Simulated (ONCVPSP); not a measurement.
**calcium, ONCV: configuration errors across variants**

ONCVPSP 4.0.1 input, shortened (lines: element, Z, core and valence counts, functional; n l f; lmax; l rc ep ncon nbas qcut; lloc lpopt rc5 dvloc0; l nproj debl; icmod fcfact rcfact), PBE, scalar-relativistic:

```
  Ca 20.00    3    3        4      upf
    1    0    2.00
    2    0    2.00
    2    1    6.00
    3    0    2.00
    3    1    6.00
    4    0    1.50
    3
    0    2.20    0.00    3    7    6.10
    1    1.35    0.00    4    9    5.70
    2    2.10    0.09    4    7    4.70
    3    2.15    0.18    3    7    5.10
    4    3    1.00    6.00
    0    2    3.10
    1    1    2.50
    2    3    0.90
    3    1    3.00
    3    3.75    1.65
```

In the d channel the program set the typed energies aside and used -0.183, 0.717, 1.617 Ha.

All-electron excitation energies from the reference (eV): (1) 3s2 3p6 4s2 -2.504; (2) 3s2 3p6 4s1 3.806; (3) 3s2 3p6 4s0 15.626; (4) 3s2 3p6 3d0.5 4s1.5 -1.451.

A true bound ghost makes a file unfit for plane-wave use even where its test errors are small: the radial tests pick states by their node count and pass the ghost by.

Errors AE − PS in meV (a dash: test not solved or not reliable):

| change | (1) | (2) | (3) | (4) | bound ghosts | GHOST(+) flags above zero |
| --- | --- | --- | --- | --- | --- | --- |
| base | 0.0 | -0.2 | -2.5 | +9.7 | d | none |
| s: qcut 4; p: qcut 3.8; d: qcut 3.1; f: qcut 3.4 | 0.0 | -0.2 | -3.2 | +16 | d | none |
| s: qcut 4.5; p: qcut 4.2; d: qcut 3.5; f: qcut 3.8 | 0.0 | -0.2 | -3.0 | +15 | d | f |
| s: qcut 5.3; p: qcut 4.9; d: qcut 4.1; f: qcut 4.4 | 0.0 | -0.2 | -2.7 | +12 | d | none |
| s: qcut 5.6; p: qcut 5.3; d: qcut 4.3; f: qcut 4.7 | 0.0 | -0.2 | -2.6 | +11 | d | none |
| s: qcut 6.2; p: qcut 5.8; d: qcut 4.8; f: qcut 5.2 | 0.0 | -0.2 | -2.5 | +9.3 | d | d |
| s: qcut 7.5; p: qcut 7; d: qcut 5.8; f: qcut 6.3 | +0.1 | -0.2 | -1.9 | +6.2 | none | d |
| s: qcut 8.2; p: qcut 7.7; d: qcut 6.3; f: qcut 6.9 | +0.1 | -0.2 | -1.6 | +5.2 | none | none |
| s: qcut 9; p: qcut 8.4; d: qcut 7; f: qcut 7.5 | +0.1 | -0.2 | -1.6 | +4.2 | none | none |

Problem. Give the same row for: s: qcut 7.1; p: qcut 6.6; d: qcut 5.4; f: qcut 5.9.

Solution. 0.0, -0.2, -2.2, +7.2; bound ghosts: none; GHOST(+) flags above zero: d.
